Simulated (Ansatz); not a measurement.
Basis-set series for C2H7AlS (`[CH3][AlH][S]C`). Charge 0, multiplicity 1. Geometry: relaxed with PBE0-D4/def2-TZVP. It is one conformer, not always the lowest.

```csv
functional,basis,functions,energy (Eh),HOMO (eV),LUMO (eV)
PBE0-D4,def2-TZVPP,244,-720.78723,-7.03,-0.83
PBE0-D4,def2-QZVPP,464,-720.81166,-7.05,-0.88
ωB97M-V,def2-TZVPP,244,-721.04190,-9.20,0.77
ωB97M-V,def2-QZVPP,464,-721.06553,-9.22,0.54
```

Task: Give the rows for def2-SVP. (Best estimate.)

Result: Ansatz gave: 
```csv
functional,basis,functions,energy (Eh),HOMO (eV),LUMO (eV)
PBE0-D4,def2-SVP,99,-720.47353,-6.96,-0.75
ωB97M-V,def2-SVP,99,-720.72269,-9.09,0.95
```

Positive LUMOs are unbound and depend on the basis.
